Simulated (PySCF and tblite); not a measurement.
Values are calculated unless marked as measured or tabulated.
# Dynamics report: rotation

System: C5H3ClOS, numbered as in [O:1]=[CH:2][c:3]1[cH:4][c:5]([Cl:6])[cH:7][s:8]1.

Motion: rotation about the C3–C2 bond (torsion C4–C3–C2–O1 from 0° to 180°, rising). Level: PBE/pcSseg-1 + D3(BJ), IEF-PCM water on GFN2-xTB stationary points, with GFN2-xTB thermal terms. Rates follow Eyring's equation with the number of equivalent paths and no tunnelling. Run with tblite and PySCF.

```tsv
point	symmetry	E(GFN2) kcal/mol	E(DFT) kcal/mol	ZPE change kcal/mol	lowest mode cm⁻¹	dipole D
start	Cs	0.0	0.0	0.00	120	4.04
saddle	C1	7.8	11.6	-0.39	163i	2.45
end	Cs	0.3	-1.2	-0.03	90	2.94
```

| Quantity | Value |
| --- | --- |
| Electronic barrier | 11.6 kcal/mol |
| Barrier with zero-point energy | 11.2 kcal/mol |
| ΔH‡ (298 K) | 10.9 kcal/mol |
| ΔS‡ (298 K, symmetry apart) | -2.2 cal/(mol K) |
| Paths | 2 equivalent paths |
| End point | a different minimum |
| Mean lifetime of the start against this motion at 298 K | 23 µs |
| Cost | 2.2 min on 1 thread of Intel Xeon @ 2.50GHz, on a host shared with other jobs (rough), peak memory 0.66 GiB, launched as `OMP_NUM_THREADS=1 python ens_run.py task.json out` |

```json
{"T/K": "200", "ΔG‡ kcal/mol": "11.4", "k s⁻¹": "3.2", "ΔG kcal/mol": "-1.2", "k back s⁻¹": "0.15"}
{"T/K": "250", "ΔG‡ kcal/mol": "11.4", "k s⁻¹": "1040", "ΔG kcal/mol": "-1.2", "k back s⁻¹": "90"}
{"T/K": "298", "ΔG‡ kcal/mol": "11.5", "k s⁻¹": "4.4×10⁴", "ΔG kcal/mol": "-1.2", "k back s⁻¹": "5810"}
{"T/K": "350", "ΔG‡ kcal/mol": "11.7", "k s⁻¹": "7.7×10⁵", "ΔG kcal/mol": "-1.2", "k back s⁻¹": "1.4×10⁵"}
{"T/K": "400", "ΔG‡ kcal/mol": "11.8", "k s⁻¹": "6.2×10⁶", "ΔG kcal/mol": "-1.1", "k back s⁻¹": "1.5×10⁶"}
```

ΔG and ΔG‡ leave out symmetry numbers and mirror images; rates count paths: 2 out, 2 back.
